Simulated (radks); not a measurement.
Question: All-electron atom: neutral promethium in [Xe] 4f5 5d1 6s1 (not the ground configuration). All-electron calculation, scalar-relativistic Kohn-Sham, r2SCAN, spin-polarised, spherical densities, finite nucleus; open shells are filled with parallel spins first (spin-orbit coupling, left out, can overturn this in heavy ions); meta-GGA in the generalised Kohn-Sham scheme; Fermi nuclear charge, rms radius 4.962 fm. Program: a radial shooting solver on a logarithmic mesh with Libxc functionals. Some entries of the table are withheld. Estimate them.

orbital  occ.  eigenvalue (eV)  <r> (bohr)  r(max) (bohr)
1s up       1        -45086.95     0.02318        0.01479
1s down     1        -45086.95     0.02318        0.01479
2s up       1        -7349.170     0.09893        0.08376
2s down     1        -7349.165     0.09893        0.08376
2p up       3        -6559.509     0.08712        0.06762
2p down     3        -6559.499     0.08711        0.06762
3s up       1        -1609.374      0.2601         0.2383
3s down     1        -1607.581      0.2600         0.2382
3p up       3        -1360.057      0.2586         0.2336
3p down     3        -1358.256      0.2583         0.2335
3d up       5        -1018.294      0.2364         0.1921
3d down     5        -1016.869      0.2361         0.1920
4s up       1        -323.9273      0.5934         0.5523
4s down     1        -319.0735      0.5931         0.5520
4p up       3        -241.7249      0.6281         0.5763
4p down     3        -236.7906      0.6278         0.5758
4d up       5        -125.1981      0.6888         0.6030
4d down     5        -120.1416      0.6889         0.6023
5s up       1         -42.6083       1.441          1.288
5s down     1         -39.6645       1.469          1.303
5p up       3         -22.8374       1.694          1.460
5p down     3         -20.4941       1.722          1.482
6s up       1          -3.6181         (1)          3.810
4f up       5          -1.8647       1.056         0.6361
5d up       1          -1.4139       3.536          2.250

Answer: 
(1) 6s up <r> (bohr): 4.456
